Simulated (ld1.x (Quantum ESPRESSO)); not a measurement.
Which change was made? (O, ultrasoft)

- Element: oxygen (O)
- Generator: ld1.x (Quantum ESPRESSO) 7.5
- Type: ultrasoft
- Functional: PBE
- Relativity: non-relativistic
- Frozen core: [He]
- Valence charge: 6
- Reference configuration: 2s1.5 2p4.5
- Partial waves: 2s (bound): rcut 0.70, rcutus 0.95 bohr; 2s channel at 2.2 Ry: rcut 0.70, rcutus 0.95 bohr; 2p (bound): rcut 1.40, rcutus 1.65 bohr; 2p channel at -0.15 Ry: rcut 1.40, rcutus 1.65 bohr
- Local potential: all-electron potential smoothed inside 0.70 bohr (lloc = -2)
- Core correction: Bessel-smoothed model core inside 0.45 bohr
- Augmentation charge: PSQ, radius 0.55 bohr

Cutoffs, loose and tight: the cutoffs (Ry, on a coarse ladder) from which the occupation-weighted sum of valence levels, in a spherical-Bessel basis at the reference potential, stays within 10 and 1 mRy of its value at 400 Ry. They do not see the model core or the augmentation charge, which bear on the density cutoff. Test errors are all-electron minus pseudo excitation energies from the reference, over the configurations 2s2 2p4; 2s2 2p3; 2s2 2p2; 2s1 2p5; 2s2 2p0; 2s0 2p6; 2s2 2p1; variants that change the core or the reference have their own tests. The largest error is taken over the tests solved by every variant that gives reliable tests at all, those not shown here included: 2s0 2p6; 2s1 2p5; 2s2 2p0; 2s2 2p2; 2s2 2p3; 2s2 2p4.

The base gives: outcome: generated; cutoff, loose: 25 Ry; cutoff, tight: 45 Ry; bound ghosts: none; largest test error (meV): +76.

(1) After one change the result is: outcome: generated; cutoff, loose: 40 Ry; cutoff, tight: 70 Ry; bound ghosts: none; largest test error (meV): +126. Which change was it?
A. all radii but the core radius scaled by about 0.95 (s 0.90, p 1.56 bohr, rcut 0.66/1.32); local potential all-electron potential smoothed inside 0.66 bohr (lloc = -2); augmentation PSQ, radius 0.52 bohr
B. all radii but the core radius scaled by about 0.76 (s 0.72, p 1.26 bohr, rcut 0.54/1.08); local potential all-electron potential smoothed inside 0.54 bohr (lloc = -2); augmentation PSQ, radius 0.42 bohr
C. all radii but the core radius scaled by about 1.31 (s 1.24, p 2.16 bohr, rcut 0.92/1.84); local potential all-electron potential smoothed inside 0.92 bohr (lloc = -2); augmentation PSQ, radius 0.72 bohr
D. all radii but the core radius scaled by about 0.86 (s 0.82, p 1.42 bohr, rcut 0.60/1.20); local potential all-electron potential smoothed inside 0.60 bohr (lloc = -2); augmentation PSQ, radius 0.48 bohr
E. all radii but the core radius scaled by about 1.12 (s 1.06, p 1.84 bohr, rcut 0.78/1.56); local potential all-electron potential smoothed inside 0.78 bohr (lloc = -2); augmentation PSQ, radius 0.62 bohr

Answers

(1) D. The others give: all radii but the core radius scaled by about 1.31 (s 1.24, p 2.16 bohr, rcut 0.92/1.84); local potential all-electron potential smoothed inside 0.92 bohr (lloc = -2); augmentation PSQ, radius 0.72 bohr → outcome: generated; cutoff, loose: 21 Ry; cutoff, tight: 35 Ry; bound ghosts: none; largest test error (meV): -151 | all radii but the core radius scaled by about 0.76 (s 0.72, p 1.26 bohr, rcut 0.54/1.08); local potential all-electron potential smoothed inside 0.54 bohr (lloc = -2); augmentation PSQ, radius 0.42 bohr → outcome: generated; cutoff, loose: 60 Ry; cutoff, tight: 90 Ry; bound ghosts: none; largest test error (meV): +170 | all radii but the core radius scaled by about 0.95 (s 0.90, p 1.56 bohr, rcut 0.66/1.32); local potential all-electron potential smoothed inside 0.66 bohr (lloc = -2); augmentation PSQ, radius 0.52 bohr → outcome: generated; cutoff, loose: 30 Ry; cutoff, tight: 50 Ry; bound ghosts: none; largest test error (meV): +95 | all radii but the core radius scaled by about 1.12 (s 1.06, p 1.84 bohr, rcut 0.78/1.56); local potential all-electron potential smoothed inside 0.78 bohr (lloc = -2); augmentation PSQ, radius 0.62 bohr → outcome: generated; cutoff, loose: 25 Ry; cutoff, tight: 40 Ry; bound ghosts: none; largest test error (meV): -31.
